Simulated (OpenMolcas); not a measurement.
Ni4+, Pd4+, Pt4+: d6 down the group

* Program: OpenMolcas
* Method: CASSCF
* Basis: ANO-R3
* Scalar Hamiltonian: X2C, finite nucleus
* Spin-orbit coupling: state interaction with AMFI integrals over the reference wave functions, term energies averaged over their components

Active space for each ion: 6 electrons in 5 orbitals (d).

Computed levels in cm-1 above 5D4:

```
                               Level   Ni4+   Pd4+   Pt4+
                                 5D3    854   1984   7487
                                 5D2   1447   3113   7211
                                 5D1   1827   3863  11226
                                 5D0   2012   4219  11626
                                 3H6  29587  22250  23748
                                 3H5  30009  22788  23824
                              3F3(1)  34291  25969  28496
                              3F2(1)  34664  26875  29643
                              3P1(1)  34713  29046  45356
weight of 5D in the lowest level (%)    100     98     83
```

Mixed levels, with the weight of the term that names them: Pt4+ 5D2 (66 %), Pt4+ 3H5 (54 %), Pt4+ 3F3(1) (53 %), Pt4+ 3F2(1) (73 %), Pt4+ 3P1(1) (68 %).

Measured, with the error of the calculation in %. Measured levels: Ni4+ from Corliss and Sugar, J. Phys. Chem. Ref. Data 10, 197 (1981).

```tsv
Level	Ni4+
5D3	890 (-4.0)
5D2	1490 (-2.9)
5D1	1872 (-2.4)
5D0	2058 (-2.2)
3H6	27111 (+9.1)
3H5	27578 (+8.8)
3F3(1)	29571 (+16.0)
3F2(1)	29899 (+15.9)
3P1(1)	28698 (+21.0)
```

The fine-structure level 5D0 changes by a factor of 5.78 from Ni4+ to Pt4+.

Without spin-orbit coupling 3H lies 29165, 21292, 19483 cm-1 above 5D in that order; the difference to the level 3H6, of either sign, comes from spin-orbit coupling, which also lowers the zero.

Without dynamic correlation excited terms often stand tens of per cent too high (terms of higher spin than the ground term too low), and those without a measured partner can miss by more than the paired ones. Computed and measured levels are paired by configuration, term and J; levels that our copy of the source lacks, or whose pairing is in doubt (as where it misses far off the trend of its configuration), stay unpaired and out of the deviations. Levels of configurations outside the active space are missing.

A number in round brackets counts repeated terms of one configuration in the order of the reference energies.
